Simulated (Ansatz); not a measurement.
```yaml
crystal:
  periodic: [false, false, false]
  atoms:
    - {symbol: C, position_ang: [-0.616753, -1.272346, 1.707121]}
    - {symbol: S, position_ang: [1.012258, -1.317405, 0.883342]}
    - {symbol: Zr, position_ang: [0.495336, 0.452860, -0.737771]}
    - {symbol: O, position_ang: [2.059278, 0.655587, -1.827047]}
    - {symbol: O, position_ang: [-1.044457, -0.117940, -1.747589]}
    - {symbol: O, position_ang: [0.048284, 2.050904, 0.230893]}
    - {symbol: H, position_ang: [-1.412022, -0.919959, 1.045050]}
    - {symbol: H, position_ang: [-0.869960, -2.287676, 2.012425]}
    - {symbol: H, position_ang: [-0.574660, -0.632120, 2.587619]}
    - {symbol: H, position_ang: [2.804357, 1.041874, -2.277978]}
    - {symbol: H, position_ang: [-1.530749, -0.470069, -2.486957]}
    - {symbol: H, position_ang: [-0.370911, 2.816301, 0.610870]}
basis:
  gaussian: {orbitals: ANO-RCC-VTZP}
total_charge: 1
magnetization: {spin_polarized: true, initial_magnetization: 1}
hamiltonian: {xc: {name: RPBE}}
output: {forces: true}
```

```sh
$ ansatz run in.yaml --threads 4 --pin off --events-out ev --progress --plain --max-ram 11315MiB
```

It prints (some lines left out):

```
Functional definition: RPBE
2110 factors; their error is unknown
mean field evaluation 1: about -116018.5914 eV, gradient 1.1e2 eV
mean field evaluation 2: about -115596.7147 eV, gradient 2.9e2 eV
mean field evaluation 4: about -116056.0736 eV, gradient 3.2e1 eV
mean field evaluation 8: about -116060.5295 eV, gradient 3.8e0 eV
mean field evaluation 16: about -116060.5276 eV, gradient 3.4e-2 eV
mean field evaluation 32: about -116060.5276 eV, gradient 2.3e-5 eV
mean field -116060.52764774 eV, -4265.1457224031 hartree, gradient 2.3e-5 eV, S^2 0.754396; 8 other end points of the search recorded, 0 dependent functions left out
reference -116060.52773003 eV, -4265.1457254275 hartree; 46, 45 occupied and 260, 261 virtual orbitals, 2110 factors
Total energy: -116060.52773003 eV, -4265.1457254275 hartree
Relativity: scalar
Atom 0 at    -0.616753    -1.272346     1.707121 Å, force    -0.189506    -0.340285    -0.449937 eV/Å
Atom 1 at     1.012258    -1.317405     0.883342 Å, force     0.148082    -1.312917     1.512270 eV/Å
Atom 2 at     0.495336     0.452860    -0.737771 Å, force    -0.247290     2.148436    -2.142549 eV/Å
Atom 3 at     2.059278     0.655587    -1.827047 Å, force    -0.766458    -0.482976     0.666161 eV/Å
Atom 4 at    -1.044457    -0.117940    -1.747589 Å, force     0.485421    -0.079390     0.829015 eV/Å
Atom 5 at     0.048284     2.050904     0.230893 Å, force     0.444236    -0.899799    -0.010715 eV/Å
Atom 6 at    -1.412022    -0.919959     1.045050 Å, force    -0.059706     0.207789    -0.141354 eV/Å
Atom 7 at    -0.869960    -2.287676     2.012425 Å, force     0.119723    -0.290272     0.220428 eV/Å
Atom 8 at    -0.574660    -0.632120     2.587619 Å, force     0.236961     0.227455     0.353677 eV/Å
Atom 9 at     2.804357     1.041874    -2.277978 Å, force     0.548809     0.320204    -0.376048 eV/Å
Atom 10 at    -1.530749    -0.470069    -2.486957 Å, force    -0.389372    -0.180485    -0.671350 eV/Å
Atom 11 at    -0.370911     2.816301     0.610870 Å, force    -0.330901     0.682240     0.210402 eV/Å
Dipole moment:    -0.258408    -0.259216     0.431223 e Å
```

Hardware: 4 threads of an Arm Neoverse V1 on a shared host. Wall time 46 s, peak host memory 1.4 GiB.
